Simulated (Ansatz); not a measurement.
Consider the redistribution: `[SiH3][N]([SiH3])[Mg][N]([SiH3])[SiH3]` + `[NH2][GaH2]` → `[NH2][Mg][N]([SiH3])[SiH3]` + `[SiH3][N]([SiH3])[GaH2]`.

Calculated with Ansatz (gas phase, PBE0-D4/def2-TZVP geometries, no zero-point term in ΔE). CCSD(T)/CBS is the MP2 limit (def2-TZVPP, def2-QZVPP) plus CCSD(T) − MP2 in def2-TZVPP, frozen cores. DFT in def2-TZVPP. B3LYP here is the variant with VWN-RPA as its local correlation; programs differ in this. HSE06 is defined as in plane-wave codes. For Ga, Mg outer-core shells are correlated without core-valence functions, which leaves a few kJ/mol of doubt a bond. Scalar relativity is left out up to krypton. One conformer a species, not always the lowest.

`[SiH3][N]([SiH3])[Mg][N]([SiH3])[SiH3]`:

Cartesian coordinates in Å:
```
Si -1.652 -2.853 0.113
N -0.228 -1.910 0.013
Si 1.387 -2.428 -0.107
Mg 0.001 0.000 0.001
N 0.229 1.910 -0.008
Si 1.653 2.854 -0.087
Si -1.388 2.427 0.083
H -1.837 -3.735 -1.077
H -1.669 -3.735 1.316
H -2.831 -1.944 0.195
H 2.145 -1.108 -0.158
H 1.749 -3.174 -1.344
H 1.925 -3.181 1.060
H 2.834 1.946 -0.161
H 1.683 3.741 -1.286
H 1.824 3.730 1.108
H -2.146 1.106 0.123
H -1.906 3.178 -1.094
H -1.772 3.175 1.312
```

`[NH2][GaH2]`:

```xyz
6

N     0.495    0.489   -0.651
Ga   -0.447   -0.441    0.588
H     0.676    0.160   -1.585
H     0.900    1.395   -0.488
H    -0.999   -1.835    0.151
H    -0.625    0.232    1.985
```

`[NH2][Mg][N]([SiH3])[SiH3]`:

```xyz
13

N    -1.082    2.741    1.365
Mg   -0.457    1.157    0.577
N     0.185   -0.468   -0.232
Si    1.563   -1.182    0.477
Si   -0.686   -1.041   -1.584
H    -0.714    3.182    2.194
H    -1.848    3.310    1.038
H     2.738   -1.267   -0.439
H     1.324   -2.553    1.014
H     1.962   -0.313    1.634
H    -1.808   -0.073   -1.825
H    -1.297   -2.386   -1.382
H     0.120   -1.106   -2.837
```

`[SiH3][N]([SiH3])[GaH2]`:

Z-matrix (Å, degrees):
```
Si
N 1 1.735
H 1 1.485 2 109.3
H 1 1.490 2 110.9 3 120.3
H 1 1.489 2 111.0 3 -120.3
Si 2 1.735 1 119.0 3 -178.3
Ga 2 1.854 1 120.5 3 1.8
H 6 1.489 2 111.0 1 60.8
H 6 1.485 2 109.3 1 -178.8
H 6 1.490 2 110.9 1 -58.5
H 7 1.559 2 116.1 1 179.9
H 7 1.559 2 116.1 1 -0.0
```

(1) Is it downhill or uphill in electronic energy at CCSD(T)/CBS, and by how much? (An estimate is asked.)

(2) What do these levels give: B3LYP-D4, BHLYP-D4, CAM-B3LYP-D4, B2PLYP, B3LYP, r2SCAN0, HSE06, CAM-B3LYP, HF/def2-SVP, CCSD(T)/def2-SVP, HF/def2-TZVPP, MP2/def2-TZVPP? (An estimate is asked.)

Largest T1 diagnostic among the species: 0.014.

## Answers

(1) Computed: Uphill: ΔE = +35.8 kJ/mol.

(2) Computed: B3LYP-D4 25.3, BHLYP-D4 25.1, CAM-B3LYP-D4 27.3, B2PLYP 26.0, B3LYP 26.3, r2SCAN0 32.7, HSE06 31.0, CAM-B3LYP 26.8, HF/def2-SVP 20.1, CCSD(T)/def2-SVP 25.7, HF/def2-TZVPP 26.4, MP2/def2-TZVPP 25.1 kJ/mol.

At CCSD(T), def2-SVP lies −10.1 kJ/mol from the extrapolated value and def2-TZVPP −8.7 kJ/mol. Leaving LDA and LC-ωPBE aside and taking each functional with its dispersion term where it has one, the values, not all of them listed here, spread over 11.2 kJ/mol, from BLYP-D4 to r2SCAN-D4. LDA lies +3.3 kJ/mol from PBE without D4.
